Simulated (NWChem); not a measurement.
System: CH₅AlFNO; SMILES [OH][Al]([NH]C)[F]

```xyz
10

Al    -0.0687    -0.4963    -0.0003
F      0.8790    -1.8638    -0.0018
N      0.7018     1.0850    -0.0003
C      0.0561     2.3781     0.0002
H      1.7141     1.1502    -0.0003
H      0.3103     2.9833    -0.8899
H      0.3105     2.9827     0.8907
H     -1.0376     2.2544     0.0004
O     -1.7582    -0.6058     0.0013
H     -2.2709    -1.4140     0.0004
```
Atoms are numbered in this order, from 1.

Geometry: optimised at PBE0/def2-SVP.

Q: Give the principal values of the shielding tensors (ppm) of Al1, F2, N3, C4, O9 from LDA (Slater exchange, VWN5)/pcSseg-1, GIAO (NWChem), with their diamagnetic and paramagnetic parts as GIAO splits them.

A: 
```tsv
atom	σ11	σ22	σ33	isotropic	diamagnetic	paramagnetic
Al1	369.7	409.6	499.6	426.3	797.6	-371.4
F2	292.6	312.0	440.8	348.5	470.2	-121.7
N3	220.4	253.7	274.6	249.6	319.3	-69.7
C4	121.5	140.9	183.2	148.5	247.2	-98.6
O9	304.4	321.0	354.9	326.8	387.7	-60.9
```
